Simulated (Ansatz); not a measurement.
Single points on NbSF3.

```yaml
crystal:
  periodic: [false, false, false]
  atoms:
    - {symbol: Nb, position_ang: [-0.000417, 0.000675, -0.089862]}
    - {symbol: S, position_ang: [0.009538, -0.015851, 2.062571]}
    - {symbol: F, position_ang: [1.772541, 0.009357, -0.665734]}
    - {symbol: F, position_ang: [-0.894507, 1.540571, -0.641591]}
    - {symbol: F, position_ang: [-0.887156, -1.534752, -0.665384]}
basis:
  gaussian: {orbitals: def2-TZVPD, initial_orbitals: start.molden}
hamiltonian: {xc: r2scan, dispersion: d4}
scf: {omitted_lower_state_checks: [starts]}
output: {orbitals: {seedname: orbitals}}
```

The file start.molden holds the orbitals of an earlier run on this structure, at another level or in another basis.

```sh
$ ansatz run in.yaml --threads 2 --pin off --events-out ev --progress --plain --max-ram 4352MiB
```

Shortened log:

```
Functional definition: r2SCAN
1202 factors; their error is unknown
mean field evaluation 1: about -20544.8980 eV, gradient 1.0e1 eV
mean field evaluation 2: about -20545.0840 eV, gradient 2.1e-1 eV
mean field evaluation 4: about -20545.0765 eV, gradient 2.8e-4 eV
mean field -20545.07647839 eV, -755.0176346278 hartree, gradient 1.3e-5 eV, S^2 0.000000; 0 other end points of the search recorded, 0 dependent functions left out
reference -20545.07650379 eV, -755.0176355614 hartree; 28, 28 occupied and 178, 178 virtual orbitals, 1202 factors
Total energy: -20545.10488031 eV, -755.0186783790 hartree
Checks for a lower state left out: starts
```

Hardware: 2 threads of Arm Neoverse V2 on a shared host. Wall time 6 s.

As the first input, with `gaussian: {orbitals: def2-TZVP, initial_orbitals: start.molden}` (abridged; 4.3 s):

```
Functional definition: r2SCAN
mean field -20544.94978740 eV, -755.0129788200 hartree, gradient 1.3e-5 eV, S^2 0.000000
Total energy: -20544.97818230 eV, -755.0140223130 hartree
Checks for a lower state left out: starts
```

First input, but with `gaussian: {orbitals: def2-TZVP, initial_orbitals: start.molden}`, `hamiltonian: {xc: pbe}`, `correlation: {method: rpa}` and without the key `output` (abridged; 4.5 s):

```
Functional definition: PBE
mean field -20536.63560993 eV, -754.7074384335 hartree, gradient 1.9e-6 eV, S^2 0.000000
8 core orbitals not correlated: weight in the atoms' cores, before any rotation towards them, 1.000 or more for the frozen orbitals, at most 0.000 for the correlated occupied ones
Total energy: -20529.50320324 eV, -754.4453273221 hartree
Checks for a lower state left out: starts
```

The first input with `gaussian: {orbitals: def2-SVP, initial_orbitals: start.molden}`, `hamiltonian: {xc: pbe, dispersion: d4}` (abridged; 1.1 s):

```
Functional definition: PBE
mean field -20522.57478065 eV, -754.1907124881 hartree, gradient 3.4e-5 eV, S^2 0.000000
Total energy: -20522.70094202 eV, -754.1953488327 hartree
Checks for a lower state left out: starts
```

As the first input, with `gaussian: {orbitals: def2-TZVP, initial_orbitals: start.molden}`, `hamiltonian: {xc: {name: B97M-V}}` (abridged; 7.5 s):

```
Functional definition: B97M-V
mean field -20542.47406484 eV, -754.9219976937 hartree, gradient 3.4e-5 eV, S^2 0.000000
Total energy: -20542.47415384 eV, -754.9220009645 hartree
Checks for a lower state left out: starts
```

As the first input, with `gaussian: {orbitals: def2-TZVP, initial_orbitals: start.molden}`, `hamiltonian: {xc: {name: PBE-QIDH}}`, `output: {forces: true}` (abridged; 12 s):

```
Functional definition: PBE-QIDH
mean field -20516.40608073 eV, -753.9640169472 hartree, gradient 4.1e-6 eV, S^2 0.000000
8 core orbitals not correlated: weight in the atoms' cores, before any rotation towards them, 1.000 or more for the frozen orbitals, at most 0.000 for the correlated occupied ones
second order -41.33685152 eV of doubles, -0.00000000 eV of singles
Total energy: -20530.18504603 eV, -754.4703845825 hartree
Atom 0 force     0.001426    -0.001873     0.291858 eV/Å
Atom 1 force    -0.003828     0.006146    -0.821191 eV/Å
Atom 2 force    -0.581990    -0.002771     0.179110 eV/Å
Atom 3 force     0.293457    -0.505402     0.171130 eV/Å
Atom 4 force     0.290934     0.503900     0.179093 eV/Å
Dipole moment:    -0.000551     0.000896    -0.118734 e Å
Checks for a lower state left out: starts
```

As the first input, with `hamiltonian: {xc: pbe, dispersion: d4}` (abridged; 2.8 s):

```
Functional definition: PBE
mean field -20536.75533490 eV, -754.7118382447 hartree, gradient 2.6e-5 eV, S^2 0.000000
Total energy: -20536.88149657 eV, -754.7164746007 hartree
Checks for a lower state left out: starts
```

Geometry: PBE-D4/def2-SVP.

In the def2 sets Nb takes a core potential; there is no spin–orbit coupling. Correlated methods freeze 8 core orbitals; core or outer-core shells of Nb are correlated, in sets that lack core-valence functions.
